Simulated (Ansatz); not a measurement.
`F[C]1=[CH][Zn]1`. Total charge 0; spin multiplicity 1. The structure was optimised at the PBE0-D4/def2-TZVP level.

```xyz
5

F     0.317   -1.222    1.229
C     0.118   -0.659    0.037
C    -0.129    0.681   -0.121
Zn   -0.113   -0.230   -1.816
H    -0.194    1.430    0.671
```

(1) What is the dipole moment at PBE/def2-TZVPP? (An estimate is asked.)

(2) And with r2SCAN, B3LYP, ωB97M-V? (Estimate.)

(3) Give the Mulliken charges with PBE, r2SCAN, B3LYP in def2-TZVPP. (Best estimate.)

## Answers

(1) Computed: 3.30 D, with components (-0.34, 0.39, -3.26) D in this frame, pointing from negative to positive charge.

(2) Ansatz gave: r2SCAN 3.66 D, B3LYP 3.94 D, ωB97M-V 4.52 D.

(3) The calculation gave: 
```tsv
atom	PBE	r2SCAN	B3LYP
F1	-0.10	-0.15	-0.16
C2	-0.05	-0.05	-0.04
C3	-0.09	-0.15	-0.14
Zn4	0.20	0.33	0.27
H5	0.04	0.02	0.07
```

B3LYP here is the variant with VWN-RPA as its local correlation; programs differ in this.
